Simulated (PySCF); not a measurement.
Ti(Cl)3(NH2) anion (Cl3H2NTi), SMILES [NH2][Ti]([Cl])([Cl])[Cl] (connectivity only; charge and spin as stated), charge -1, multiplicity 2.

The structure is a stationary point at B3LYP-D3(BJ)/def2-SVPD. The spin state was assumed, not searched. The isomer is the one that the SMILES or the coordinates give; other isomers of the formula were not compared. The values are those of a single conformer.

Level of theory: PySCF with B3LYP-D3(BJ)/def2-SVPD.

Frequencies are harmonic and unscaled.

```tsv
mode	ν (cm⁻¹)	IR (km/mol)	moving atoms (share of kinetic energy)
1	74	0.5	Cl 79 %, N 13 %
2	84	0.6	H 48 %, N 23 %, Cl 20 %, Ti 9 %
3	92	0.9	Cl 85 %
4	108	5.8	Cl 52 %, Ti 31 %, N 14 %
5	142	3.2	N 36 %, Cl 32 %, H 21 %, Ti 10 %
6	164	1.2	H 68 %, Cl 16 %, N 13 %
7	300	25.7	Cl 83 %, Ti 13 %
8	353	124.4	Ti 49 %, Cl 46 %
9	357	51.5	Ti 45 %, Cl 43 %, H 10 %
10	437	235.0	H 60 %, N 27 %, Ti 10 %
11	506	69.8	H 79 %, N 16 %
12	650	138.1	N 62 %, Ti 27 %, H 11 %
13	1507	24.8	H 89 %, N 11 %
14	3506	1.9	H 96 %
15	3603	1.1	H 92 %, N 8 %
```
